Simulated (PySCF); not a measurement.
H7NSSi2, SMILES [SiH3]S[SiH2]N (B3LYP/def2-SVP optimised geometry):

```
11

Si    -2.367    -0.769     1.438
S     -0.245    -0.994     1.756
Si     0.583     0.015     0.000
N      2.307     0.015     0.000
H     -2.811    -1.428     0.174
H     -2.767     0.668     1.377
H     -3.033    -1.421     2.598
H      0.115    -0.696    -1.222
H      0.112     1.428     0.000
H      2.811     0.595     0.665
H      2.810    -0.851    -0.173
```

Level of theory: B3LYP/def2-TZVP run with PySCF.

Question: What are the frontier orbital energies and the dipole moment?

Answer: HOMO-2 -8.44 eV, HOMO-1 -7.52 eV, HOMO -7.00 eV, LUMO -0.32 eV, LUMO+1 0.05 eV; dipole moment 1.11 D.

Meta-Löwdin charges at B3LYP/def2-TZVP: Si1 0.47, S2 -0.44, Si3 0.73, N4 -0.72, H5 -0.10, H6 -0.10, H7 -0.08, H8 -0.11, H9 -0.11, H10 0.24, H11 0.24.
